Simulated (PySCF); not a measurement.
SMILES CN(C)[SiH2]C[SiH3] (C₃H₁₃NSi₂) at its GFN2-xTB optimised geometry (Å):

```
19

Si     1.9993     1.4355     1.5116
C      1.1963     0.6201     0.0000
Si    -0.7106     0.6201     0.0000
N     -1.4683    -0.1087    -1.3662
C     -1.5786    -1.5373    -1.5025
C     -1.5657     0.5702    -2.6317
H      1.5958     2.8405     1.5974
H      3.4609     1.3692     1.3892
H      1.5953     0.7361     2.7330
H      1.5546     1.1244    -0.8995
H      1.5549    -0.4084    -0.0730
H     -1.1990     2.0020     0.0000
H     -1.1997    -0.1487     1.1479
H     -1.5549    -2.0020    -0.5205
H     -0.7633    -1.9559    -2.1073
H     -2.5248    -1.7929    -1.9898
H     -0.7491     0.2915    -3.3107
H     -1.5335     1.6450    -2.4743
H     -2.5115     0.3145    -3.1197
```

Calculation: PySCF with PBE0/def2-SVP. Cells within 0.4 Å of a nucleus heavier than hydrogen are left out (blank, or x).

Map of the electrostatic potential (hartree/e), clipped to [-0.08, 0.12] on the plane z = 0.0 Å:

```
|1111111111111111111111111111111|
|1111111111111111111111111111111|
|1111111111111111111111111111111|
|1111111111111111111111111111111|
|1111111111111111111111111111111|
|1111110011221111111122222211111|
|1111100113575211111223332221111|
|1111000126999622222234443221111|
|1110000129999954333445654321111|
|1100000139999999655677765321111|
|1000001139999999999999865321111|
|1000001259999999999999964321111|
|100000137999xx99999x99963211111|
|000000028999xx9999xxx9953211111|
|000000016999xx99999x99942211111|
|0000000149999999999999942211111|
|1000000027999999999999952211111|
|1000000024899999659999952211111|
|1100000123578876446999942221111|
|1111011124555544334677532221111|
|1111111247875433223344322221111|
|1111111369995332222222222211111|
|1111112379996322222222222211111|
|1111112359984322222222222111111|
|1111112235543222222222221111111|
|1111111223332222222222211111111|
|1111111222222222211111111111111|
|1111111122222221111111111111111|
|1111111111111111111111111111111|
|1111111111111111111111111111111|
|1111111111111111111111111111111|
```
Scale: ten equal steps from -0.022 (start of '0') to 0.120 (end of '9'), in the order '0123456789'; x runs from -4.50 to 4.50, y from -4.50 (bottom) to 4.50 (top).
